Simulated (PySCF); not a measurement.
2-chlorobuta-1,3-diene (C₄H₅Cl), SMILES ClC(=C)C=C.

Geometry: B3LYP-D3(BJ)/def2-SVP. The values are those of a single conformer.

These are PySCF with PBE/def2-TZVP values and carry that method's errors.

Gas-phase values at a fixed geometry.

```yaml
total_energy: -615.26476 hartree
point_group: Cs
highest_occupied_level: -6.03 eV
lowest_empty_level: -2.21 eV
orbital_gap: 3.82 eV
dipole_moment: 0.290 e·Å
quadrupole, principal values (traceless, Buckingham form, about the centre of nuclear charge): -6.29, 2.00, 4.29 D·Å
mean_static_polarisability: 65.0 bohr³ (9.64 Å³)
polarisability_principal_values: 37.0, 65.1, 93.0 bohr³
```
